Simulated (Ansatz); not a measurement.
Species: SnF2, net charge 0, singlet state. SMILES: [Sn]([F])[F]
Geometry from a B3LYP-D3(BJ)/def2-TZVP (Ansatz, a program for electronic structure) optimisation:
```
Sn
F 1 1.9482
F 1 1.9482 2 96.21
```
Charge 0, spin multiplicity 1.

Parts of the frozen-core correlation energy in STO-3G (Ansatz, hartree). Frozen orbitals: 25; correlated occupied orbitals by spin: 9 and 9; virtual: 3 and 3. Spin-orbit coupling is left out. In def2 rows, elements after Kr have scalar-relativistic effective core potentials. STO-3G rows are all-electron and non-relativistic.

```
term                             value
-------------------------  -----------
reference (HF)             -6159.34742
MP2 opposite-spin             -0.05701
MP2 same-spin                 -0.01358
CCSD correlation              -0.08476
(T)                           -0.01169
T1 diagnostic                    0.029
largest doubles amplitude        0.099
```
